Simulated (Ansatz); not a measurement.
Ga3Sb3H12, a cluster cut from wurtzite GaSb (hydrogen-capped). Total charge 0; singlet. Geometry PBE-D4/def2-SVP.

```
atom   x (Å)   y (Å)   z (Å)
 Sb1  -1.807   0.805   1.269
 Ga2  -0.401  -1.079   2.617
 Sb3   1.846  -0.944   1.110
 Ga4  -2.320   0.939  -1.388
 Sb5   0.252   0.734  -2.218
 Ga6   2.080  -1.162  -1.580
  H7  -3.304   1.003   2.088
  H8  -1.163   2.329   1.730
  H9  -0.079  -0.535   4.061
 H10  -1.077  -2.461   2.264
 H11   2.667   0.494   1.566
 H12   2.992  -2.017   1.808
 H13  -2.849   2.384  -1.730
 H14  -3.008  -0.428  -1.769
 H15   0.991   2.256  -1.925
 H16   0.248   0.878  -3.930
 H17   1.423  -2.544  -1.962
 H18   3.509  -0.652  -2.010
```

In the def2 sets Sb takes a core potential; there is no spin–orbit coupling.

(1) Estimate the orbital energies around the gap (eV) in Ansatz with PBE-D4/def2-SVP, PBE-D4/def2-TZVP, r2SCAN-D4/def2-TZVP, r2SCANh-D4/def2-TZVP, PBE0-D4/def2-TZVP.

Answers

(1) 
```
orbital  PBE-D4/def2-SVP  PBE-D4/def2-TZVP  r2SCAN-D4/def2-TZVP  r2SCANh-D4/def2-TZVP  PBE0-D4/def2-TZVP
 HOMO−5            -7.27             -7.33                -7.64                 -8.06              -8.49
 HOMO−4            -7.27             -7.33                -7.64                 -8.06              -8.48
 HOMO−3            -7.17             -7.24                -7.55                 -7.98              -8.42
 HOMO−2            -6.44             -6.47                -6.71                 -7.04              -7.38
 HOMO−1            -6.36             -6.40                -6.65                 -7.00              -7.37
   HOMO            -6.36             -6.40                -6.65                 -7.00              -7.37
   LUMO            -2.22             -2.30                -2.17                 -1.92              -1.60
 LUMO+1            -1.54             -1.65                -1.39                 -1.14              -0.90
 LUMO+2            -1.54             -1.65                -1.39                 -1.14              -0.90
 LUMO+3            -1.42             -1.57                -1.38                 -1.11              -0.80
 LUMO+4            -1.12             -1.25                -1.02                 -0.75              -0.46
 LUMO+5            -1.02             -1.20                -1.02                 -0.75              -0.46
```
